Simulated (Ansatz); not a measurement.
Start from `CCB(S)Cl` and change one atom or group to get `SB(Cl)Br`.

Ansatz, PBE0-D4/def2-TZVP geometries, multiplicity 1. Each molecule was computed in one conformer, which needn't be the lowest.

Scalar relativity is left out up to krypton.

| property | `CCB(S)Cl` |
| --- | --- |
| HOMO–LUMO gap (PBE/def2-TZVPP) / eV | 5.03 |
| size of the dipole moment (B3LYP/def2-TZVPP) / D | 2.02 |
| HOMO energy (PBE0/def2-TZVPP) / eV | -8.03 |
| HOMO–LUMO gap (B3LYP/def2-TZVPP) / eV | 6.73 |
| HOMO energy (PBE/def2-TZVPP) / eV | -6.83 |
| ideal-gas entropy at 298 K and 1 bar (rigid rotor, harmonic PBE0-D4/def2-TZVP) / J/(mol·K) | 357 |

Question: Give the same properties after the change, and the shifts. (An estimate is asked.)

Answer: The calculation gave: 
| property | `SB(Cl)Br` | shift |
| --- | --- | --- |
| HOMO–LUMO gap (PBE/def2-TZVPP) / eV | 4.76 | -0.27 |
| size of the dipole moment (B3LYP/def2-TZVPP) / D | 1.14 | -0.88 |
| HOMO energy (PBE0/def2-TZVPP) / eV | -8.31 | -0.28 |
| HOMO–LUMO gap (B3LYP/def2-TZVPP) / eV | 6.43 | -0.30 |
| HOMO energy (PBE/def2-TZVPP) / eV | -7.09 | -0.26 |
| ideal-gas entropy at 298 K and 1 bar (rigid rotor, harmonic PBE0-D4/def2-TZVP) / J/(mol·K) | 322 | -35 |

With PBE0 the HOMO falls by 0.28 eV and the LUMO falls by 0.60 eV, so the gap narrows by about 0.32 eV. PBE moves the HOMO by -0.26 eV and ωB97M-V by -0.24 eV. The zero-point energy changes by -170.3 kJ/mol with -18 modes. Dipoles are sizes alone; their direction can turn. Modes under 60 cm⁻¹, often nearly free rotors, make the harmonic entropy too high.

B3LYP here is the variant with VWN-RPA as its local correlation; programs differ in this.

Spin–orbit coupling is left out; it splits and shifts lone-pair levels of the heavy atoms by tenths of an eV.
